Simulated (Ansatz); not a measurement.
ClF₂HOSn (`[OH][Sn]([F])([F])[Cl]`) from Hartree–Fock to CCSD(T)

Z-matrix (Å, degrees):
```
Sn
F 1 1.884
F 1 1.892 2 106.2
O 1 1.923 2 106.5 3 117.7
Cl 1 2.279 2 110.3 3 -117.0
H 4 0.962 1 113.6 2 173.9
```

Total charge 0; spin multiplicity 1. Correlated methods include outer-core shells of Sn, which these sets cover unevenly. Sn: def2 effective core potential. All single points use the PBE0-D4/def2-TZVP geometry. It is one conformer, not always the lowest. Frozen core, restricted reference, the Gaussian-basis code of Ansatz.

```tsv
basis	HF (Eh)	MP2 corr.	CCSD corr.	(T)	CCSD(T) total
def2-SVP	?	-0.80241	-0.81981	-0.01594	?
def2-TZVPP	-947.44106	?	-1.24721	-0.04212	?
def2-QZVPP	?	?	–	–	–
```

Q: Fill in the withheld values. (Estimate.)

A: Computed: def2-SVP HF (Eh): -946.90059; def2-SVP CCSD(T) total: -947.73634; def2-TZVPP MP2 corr.: -1.24312; def2-TZVPP CCSD(T) total: -948.73039; def2-QZVPP HF (Eh): -947.47193; def2-QZVPP MP2 corr.: -1.54677.
